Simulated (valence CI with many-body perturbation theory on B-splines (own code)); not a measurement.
Lu⁶⁵⁺: calculated level list

Calculated by valence CI with perturbative core correlation (CI+MBPT): four valence electrons over a frozen Dirac-Fock core [He], radial functions for each j: 11 s, 11 p, 9 d, 7 f, 5 g, 2 h, 1 i, with the one-electron correlation potential Σ1 (screened to all orders), the two-electron term Σ2, the three-electron term Σ3, Breit, model QED; selected single and double excitations, second order for the rest (own B-spline code, finite nucleus).

No measured spectrum was set against this ion. As an estimate, large intervals hold to a few tenths of a per cent, small ones and those within an open d or f shell to about a per cent. Among the levels kept, up to 290 cm⁻¹ of a level comes from second order outside the variational space, and about a tenth of that is noise between levels of different J, which matters for small intervals.

Levels 91 to 114 of 114, with energies above the lowest level, (2s^2 2p1/2^2) J=0. "Leading %" is the weight of the configuration and term that name the level; weights of strongly mixed levels are sums over their largest components and can fall short. In the jj column 3d3/2^4 stands for four electrons in 3d with j = 3/2. Lifetimes count E1, E2, E3, M1 and M2 decay at the calculated energies, and are blank where another channel may lead or the interval is too uncertain; long ones can be off by a factor of two.

| No. | Configuration | Term | J | E (eV) | Leading % | Leading jj | Lifetime |
| --- | --- | --- | --- | --- | --- | --- | --- |
| 91 | 2s2p²3d | ³G | 4 | 11389 | 34 | 2s 2p1/2 2p3/2 3d3/2 (96 %) | 63.4 fs |
| 92 | 2s2p²3d | ³D | 3 | 11398 | 32 | 2s 2p1/2 2p3/2 3d3/2 (97 %) | 751 as |
| 93 | 2s2p²3p | ³P° | 0 | 11400 | 80 | 2s 2p1/2 2p3/2 3p3/2 (100 %) | 60.9 fs |
| 94 | 2s2p²3p | ¹D° | 2 | 11403 | 41 | 2s 2p1/2 2p3/2 3p3/2 (99 %) | 4.95 fs |
| 95 | 2s2p²3p | ³P° | 1 | 11404 | 32 | 2s 2p1/2 2p3/2 3p3/2 (98 %) | 4.59 fs |
| 96 | 2s2p²3d | ³D | 2 | 11407 | 33 | 2s 2p1/2 2p3/2 3d3/2 (98 %) | 679 as |
| 97 | 2s2p²3p | ³P° | 1 | 11411 | 50 | 2s 2p1/2 2p3/2 3p3/2 (99 %) | 29.8 fs |
| 98 | 2s2p²3d | ³P | 1 | 11416 | 32 | 2s 2p1/2 2p3/2 3d3/2 (97 %) | 675 as |
| 99 | 2s2p²3d | ⁵D | 4 | 11433 | 46 | 2s 2p1/2 2p3/2 3d5/2 (99 %) | 27.9 fs |
| 100 | 2s2p²3d | ³F | 2 | 11447 | 62 | 2s 2p1/2 2p3/2 3d3/2 (63 %) | 2.87 fs |
| 101 | 2s2p²3d | ¹P | 1 | 11456 | 27 | 2s 2p1/2 2p3/2 3d3/2 (75 %) | 1.83 fs |
| 102 | 2s2p²3d | ³G | 3 | 11458 | 49 | 2s 2p1/2 2p3/2 3d3/2 (97 %) | 6.42 fs |
| 103 | 2s2p²3d | ³P | 2 | 11462 | 42 | 2s 2p1/2 2p3/2 3d5/2 (68 %) | 1.31 fs |
| 104 | 2s2p²3d | ³F | 3 | 11463 | 44 | 2s 2p1/2 2p3/2 3d5/2 (94 %) | 582 as |
| 105 | 2s2p²3d | ³G | 5 | 11472 | 62 | 2s 2p1/2 2p3/2 3d5/2 (100 %) | 8.91 ps |
| 106 | 2s2p²3d | ³D | 1 | 11476 | 65 | 2s 2p1/2 2p3/2 3d3/2 (75 %) | 1.03 fs |
| 107 | 2s2p²3d | ³F | 2 | 11483 | 32 | 2s 2p1/2 2p3/2 3d3/2 (94 %) | 585 as |
| 108 | 2s2p²3d | ³D | 1 | 11489 | 60 | 2s 2p1/2 2p3/2 3d5/2 (59 %) | 586 as |
| 109 | 2s2p²3d | ³P | 0 | 11490 | 86 | 2s 2p1/2 2p3/2 3d3/2 (96 %) | 500 as |
| 110 | 2s2p²3d | ³D | 3 | 11497 | 60 | 2s 2p1/2 2p3/2 3d5/2 (98 %) | 795 as |
| 111 | 2s2p²3d | ³F | 4 | 11501 | 58 | 2s 2p1/2 2p3/2 3d5/2 (97 %) | 607 as |
| 112 | 2s2p²3d | ¹D | 2 | 11508 | 45 | 2s 2p1/2 2p3/2 3d5/2 (90 %) | 848 as |
| 113 | 2s2p²3d | ¹P | 1 | 11520 | 52 | 2s 2p1/2 2p3/2 3d5/2 (90 %) | 768 as |
| 114 | 2s2p²3d | ¹S | 0 | 11525 | 49 | 2s 2p1/2 2p3/2 3d5/2 (95 %) | 762 as |
